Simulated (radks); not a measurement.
Values are calculated unless marked as measured or tabulated.
Tm, configuration [Xe] 4f12 6s2 6p1 (not the ground configuration).

Level of theory: Dirac Kohn-Sham, BLYP, spin-unpolarised, spherical densities, finite nucleus; open shells fill j = l - 1/2 first; Fermi nuclear charge, rms radius 5.2256 fm (a radial shooting solver on a logarithmic mesh with Libxc functionals).

Energy parts (hartree):
total: -13581.4030
kinetic: 15036.0275
electron-nucleus: -33638.5104
Hartree: 5308.3443
exchange-correlation: -287.2643

Orbitals (lengths in bohr, moments of r in powers of bohr; r(max) is where P^2 peaks):
orbital  occ.  eigenvalue (hartree)      <r>   r(max)      <r^2>  small-component weight
1s1/2       2             -2176.246  0.02001  0.01261  0.0005486                6.68e-02
2s1/2       2             -367.2712  0.08430  0.07207   0.008457                1.50e-02
2p1/2       2             -350.1445  0.07007  0.05402   0.006088                1.50e-02
2p3/2       4             -314.1140  0.07746  0.06034   0.007304                1.38e-02
3s1/2       2             -82.83504   0.2205   0.2035    0.05573                4.84e-03
3p1/2       2             -75.28591   0.2103   0.1912    0.05148                4.78e-03
3p3/2       4             -67.67963   0.2242   0.2043    0.05828                4.42e-03
3d3/2       4             -54.77615   0.1973   0.1611    0.04578                4.31e-03
3d5/2       6             -53.11386   0.2016   0.1647    0.04766                4.20e-03
4s1/2       2             -16.61183   0.4974   0.4646     0.2796                1.56e-03
4p1/2       2             -13.57371   0.5056   0.4663     0.2913                1.48e-03
4p3/2       4             -11.85095   0.5374   0.4942     0.3289                1.34e-03
4d3/2       4              -6.84626   0.5637   0.4957     0.3691                1.16e-03
4d5/2       6              -6.53207   0.5749   0.5047     0.3838                1.12e-03
4f5/2       6              -0.47323   0.7485   0.4898     0.7389                7.05e-04
4f7/2       6              -0.42664   0.7632   0.4950     0.7721                6.88e-04
5s1/2       2              -2.21500    1.212    1.083      1.654                3.25e-04
5p1/2       2              -1.37354    1.357    1.176      2.095                2.58e-04
5p3/2       4              -1.14774    1.464    1.261      2.438                2.23e-04
6s1/2       2              -0.20409    3.525    3.001      14.13                3.91e-05
6p1/2       1              -0.07970    4.725    3.847      25.82                2.12e-05
6p3/2       0              -0.06529    5.149    4.183      30.70                1.79e-05

The highest occupied level is 6p1/2 at -2.169 eV. The density falls to 0.001 e/bohr^3 at r = 5.33 bohr. Summed over all electrons, <r^2> = 87.60 bohr^2, which gives a Langevin (diamagnetic) susceptibility term of -69.4 x 10^-6 cm^3/mol.
